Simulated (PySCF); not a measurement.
Molfile (atoms numbered from 1):
```
C7H12OSi
     RDKit          3D

 21 20  0  0  0  0  0  0  0  0999 V2000
   -5.0591    1.2687   -0.4804 C   0  0  0  0  0  0  0  0  0  0  0  0
   -4.3218    0.3426   -0.2694 C   0  0  0  0  0  0  0  0  0  0  0  0
   -3.1240   -1.0402    0.0589 Si  0  0  0  0  0  4  0  0  0  0  0  0
   -1.6257   -0.4790    0.3056 O   0  0  0  0  0  0  0  0  0  0  0  0
   -0.8064    0.2967   -0.5249 C   0  0  0  0  0  0  0  0  0  0  0  0
    0.4924    0.5632    0.1698 C   0  0  0  0  0  0  0  0  0  0  0  0
    1.6817    0.2653   -0.3247 C   0  0  0  0  0  0  0  0  0  0  0  0
    2.9819    0.5103    0.3713 C   0  0  0  0  0  0  0  0  0  0  0  0
    3.7195   -0.8037    0.6294 C   0  0  0  0  0  0  0  0  0  0  0  0
   -5.7144    2.0723   -0.6624 H   0  0  0  0  0  0  0  0  0  0  0  0
   -3.3579   -1.6745    1.3474 H   0  0  0  0  0  0  0  0  0  0  0  0
   -3.1934   -1.9248   -1.1121 H   0  0  0  0  0  0  0  0  0  0  0  0
   -1.3164    1.2459   -0.7464 H   0  0  0  0  0  0  0  0  0  0  0  0
   -0.6346   -0.2254   -1.4743 H   0  0  0  0  0  0  0  0  0  0  0  0
    0.3952    1.0081    1.1505 H   0  0  0  0  0  0  0  0  0  0  0  0
    1.7585   -0.1963   -1.3014 H   0  0  0  0  0  0  0  0  0  0  0  0
    2.8046    1.0251    1.3168 H   0  0  0  0  0  0  0  0  0  0  0  0
    3.6073    1.1523   -0.2556 H   0  0  0  0  0  0  0  0  0  0  0  0
    3.8929   -1.3333   -0.3047 H   0  0  0  0  0  0  0  0  0  0  0  0
    3.1308   -1.4425    1.2833 H   0  0  0  0  0  0  0  0  0  0  0  0
    4.6799   -0.6140    1.1024 H   0  0  0  0  0  0  0  0  0  0  0  0
  1  2  3  0
  2  3  1  0
  3  4  1  0
  4  5  1  0
  5  6  1  0
  6  7  2  0
  7  8  1  0
  8  9  1  0
  1 10  1  0
  3 11  1  0
  3 12  1  0
  5 13  1  0
  5 14  1  0
  6 15  1  0
  7 16  1  0
  8 17  1  0
  8 18  1  0
  9 19  1  0
  9 20  1  0
  9 21  1  0
M  END
```

[PySCF 2.14: GFN2-xTB structure; shielding tensors at PBE0/pcSseg-1 (GIAO); non-relativistic Hamiltonian; one conformer; in vacuum; equivalent nuclei averaged]

Shifts are taken against calculated references (same method and geometry level): ¹³C and ¹H and ²⁹Si vs TMS; H2O for ¹⁷O.

```json
{"atoms": "C2", "nucleus": "¹³C", "count": "1", "Hirshfeld charge": "-0.16", "δ (ppm)": "88.3"}
{"atoms": "H16", "nucleus": "¹H", "count": "1", "Hirshfeld charge": "0.04", "δ (ppm)": "5.89"}
{"atoms": "H13/H14", "nucleus": "¹H", "count": "2", "Hirshfeld charge": "0.04", "δ (ppm)": "4.35"}
{"atoms": "C5", "nucleus": "¹³C", "count": "1", "Hirshfeld charge": "0.01", "δ (ppm)": "69.1"}
{"atoms": "O4", "nucleus": "¹⁷O", "count": "1", "Hirshfeld charge": "-0.22", "δ (ppm)": "34.4"}
{"atoms": "H17/H18", "nucleus": "¹H", "count": "2", "Hirshfeld charge": "0.04", "δ (ppm)": "2.13"}
{"atoms": "H19/H20/H21", "nucleus": "¹H", "count": "3", "Hirshfeld charge": "0.04", "δ (ppm)": "1.10"}
{"atoms": "H10", "nucleus": "¹H", "count": "1", "Hirshfeld charge": "0.10", "δ (ppm)": "?"}
{"atoms": "C1", "nucleus": "¹³C", "count": "1", "Hirshfeld charge": "-0.08", "δ (ppm)": "103.1"}
{"atoms": "C8", "nucleus": "¹³C", "count": "1", "Hirshfeld charge": "-0.06", "δ (ppm)": "?"}
{"atoms": "H15", "nucleus": "¹H", "count": "1", "Hirshfeld charge": "0.04", "δ (ppm)": "6.06"}
{"atoms": "C9", "nucleus": "¹³C", "count": "1", "Hirshfeld charge": "-0.12", "δ (ppm)": "?"}
{"atoms": "Si3", "nucleus": "²⁹Si", "count": "1", "Hirshfeld charge": "0.42", "δ (ppm)": "-52.8"}
{"atoms": "C6", "nucleus": "¹³C", "count": "1", "Hirshfeld charge": "-0.06", "δ (ppm)": "?"}
{"atoms": "C7", "nucleus": "¹³C", "count": "1", "Hirshfeld charge": "-0.04", "δ (ppm)": "?"}
{"atoms": "H11/H12", "nucleus": "¹H", "count": "2", "Hirshfeld charge": "-0.07", "δ (ppm)": "5.00"}
```

Q: Complete the table.

A: 
- C7: 143.1 ppm, alkene CH; the olefinic region
- C6: 137.0 ppm, alkene CH; an sp2 carbon of a C=C bond
- C8: 32.1 ppm, allylic sp3 CH2; aliphatic region, no heteroatom directly attached
- C9: 17.2 ppm, methyl carbon; a saturated carbon with 1 carbon neighbour and no heteroatom attached
- H10: 1.97 ppm, hydrogen on a terminal alkyne carbon; it lies on the axis of the triple bond, in its shielding cone

Shifts are as computed. Against solution values, carbons near 30 ppm lie about +3 ppm off and those near 130 ppm about +5 ppm. Of 1211 compounds with measured shifts, 218 miss one by over three times the rms of a fit or turn the order of signals round; such compounds aren't used in these exercises. Experimental scales use liquid or dissolved standards, which lie at an offset from isolated H2O (liquid H2O: subtract about 36 ppm).
